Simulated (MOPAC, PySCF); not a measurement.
Energy landscape of Cl2Zn, singlet: symmetric bend, bond length relaxed. Scanned: Cl-Zn-Cl angle. Other coordinates (Zn-Cl bond length) were minimised at PBE0/def2-TZVP.

- PM6, restricted, heats of formation (MOPAC)
- RHF/def2-TZVP, density fitting (PySCF)
- PM3, restricted, heats of formation (MOPAC)
- wB97X-V/def2-TZVP, density fitting (PySCF)

Energies relative to the lowest point of each profile, in mEh:

```csv
a / °,PM6,RHF,PM3
180,0.0,0.0,0.0
170,0.9,0.8,0.4
160,3.5,3.1,1.5
150,7.6,6.9,3.6
140,13.2,12.3,6.6
130,20.2,19.3,10.8
120,28.5,28.1,16.5
110,38.2,39.1,24.0
100,49.2,53.2,33.8
90,61.2,72.1,46.9
```

What does wB97X-V give at the same points?

180: 0.0; 170: 0.9; 160: 3.5; 150: 7.7; 140: 13.6; 130: 21.1; 120: 30.2; 110: 41.2; 100: 55.0; 90: 73.2 (mEh).

The scan ran from 180.0 to 80.0; beyond the range shown the relaxed coordinates jump or full CI changes its symmetry label.
